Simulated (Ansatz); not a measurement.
Abridged output of a molecular run in Ansatz:

```
Functional definition: HF
1602 factors; integrals over basis functions are off by at most 1.1e-3 eV
mean field evaluation 1: about -62395.8752 eV, gradient 3.9e1 eV
mean field evaluation 2: about -62396.0099 eV, gradient 3.9e1 eV
mean field evaluation 4: about -62400.4279 eV, gradient 3.6e0 eV
mean field evaluation 8: about -62400.5038 eV, gradient 3.9e-1 eV
mean field -62400.50458008 eV, -2293.1762467370 hartree, gradient 5.1e-6 eV, S^2 0.000000; 0 other end points of the search recorded, 0 dependent functions left out
16 core orbitals not correlated: weight in the atoms' cores, before any rotation towards them, 1.000 or more for the frozen orbitals, at most 0.000 for the correlated occupied ones
reference -62400.50458008 eV, -2293.1762467370 hartree; 17, 17 occupied and 245, 245 virtual orbitals, 1602 factors
second order -19.39363960 eV of doubles, -0.00000000 eV of singles
cycle   1  -20.10740353 eV  change   -7.1e-1 eV  update   1.1e-1
cycle   2  -20.76679580 eV  change   -6.6e-1 eV  update   3.6e-2
cycle   3  -20.86649967 eV  change   -1.0e-1 eV  update   1.6e-2
cycle   4  -20.86102679 eV  change    5.5e-3 eV  update   4.0e-3
cycle   5  -20.85917277 eV  change    1.9e-3 eV  update   1.3e-3
cycle   6  -20.85884226 eV  change    3.3e-4 eV  update   4.5e-4
cycle   7  -20.85878122 eV  change    6.1e-5 eV  update   2.1e-4
cycle   8  -20.85883235 eV  change   -5.1e-5 eV  update   1.1e-4
cycle   9  -20.85884127 eV  change   -8.9e-6 eV  update   4.2e-5
perturbative correction -0.78710106 eV, -0.0289254303 hartree
Total energy: -62422.15052241 eV, -2293.9717204452 hartree
```

Its atoms:

```xyz
13

C     1.796   -0.233   -0.339
Si    0.268   -1.042   -1.040
Ga   -2.725   -0.037    0.132
C    -1.447    1.149    1.217
H     2.365    0.264   -1.127
H     1.525    0.512    0.412
H     2.444   -0.976    0.132
H    -0.530   -1.712    0.030
H     0.606   -2.063   -2.066
H    -0.637   -0.036   -1.672
H    -0.761    0.576    1.850
H    -2.054    1.777    1.880
H    -0.850    1.821    0.590
```

Q: Which basis set was used?
A. cc-pV(Q+d)Z
B. cc-pV(D+d)Z
C. def2-QZVPP
D. def2-TZVPP

A: D. It gives 278 functions.

Q: Write the keys of the input that set method, charge and spin (a neutral closed shell needs none for the last two).

A: 
```yaml
correlation: {method: ccsd_t}
```
